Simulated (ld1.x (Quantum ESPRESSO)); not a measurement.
## Which change was made? (Al, RRKJ)

| Quantity | Value |
| --- | --- |
| Element | Al |
| Generator | ld1.x (Quantum ESPRESSO) 7.5 |
| Type | norm-conserving RRKJ (Kleinman–Bylander form) |
| Functional | PBE |
| Relativity | non-relativistic |
| Frozen core | [Ne] |
| Valence charge | 3 |
| Reference configuration | 3s1 3p2 |
| Partial waves | 3p (bound): rc 2.90 bohr; 3d channel at 0.5 Ry: rc 3.05 bohr; 3s (bound): rc 1.55 bohr |
| Local potential | the s channel |
| Core correction | Bessel-smoothed model core, default radius (core density twice the valence density) |

Cutoffs, loose and tight: the cutoffs (Ry, on a coarse ladder) from which the occupation-weighted sum of valence levels, in a spherical-Bessel basis at the reference potential, stays within 10 and 1 mRy of its value at 400 Ry. They do not see the model core or the augmentation charge, which bear on the density cutoff. Test errors are all-electron minus pseudo excitation energies from the reference, over the configurations 3s2 3p1; 3s2 3p0; 3s1 3p0; 3s1 3p1; 3s0 3p3; 3s2 3p1.3; 3s2 3p0.5; variants that change the core or the reference have their own tests.

The base gives: outcome: generated; cutoff, loose: 12 Ry; cutoff, tight: 35 Ry; bound ghosts: none; largest test error (meV): +27.

(1) After one change the result is: outcome: generated; cutoff, loose: 8 Ry; cutoff, tight: 25 Ry; bound ghosts: none; largest test error (meV): +26. Which change was it?
A. all radii but the core radius scaled by about 0.84 (s 1.30, p 2.44, d 2.56 bohr)
B. all radii but the core radius scaled by about 0.75 (s 1.16, p 2.18, d 2.28 bohr)
C. all radii but the core radius scaled by about 1.29 (s 2.00, p 3.74, d 3.94 bohr)
D. all radii but the core radius scaled by about 0.97 (s 1.50, p 2.80, d 2.94 bohr)

Results:

(1) C. The others give: all radii but the core radius scaled by about 0.97 (s 1.50, p 2.80, d 2.94 bohr) → outcome: generated; cutoff, loose: 21 Ry; cutoff, tight: 50 Ry; bound ghosts: none; largest test error (meV): +28 | all radii but the core radius scaled by about 0.84 (s 1.30, p 2.44, d 2.56 bohr) → outcome: generated; cutoff, loose: 40 Ry; cutoff, tight: 70 Ry; bound ghosts: none; largest test error (meV): +29 | all radii but the core radius scaled by about 0.75 (s 1.16, p 2.18, d 2.28 bohr) → outcome: generated; cutoff, loose: 70 Ry; cutoff, tight: 160 Ry; bound ghosts: none; largest test error (meV): +37.
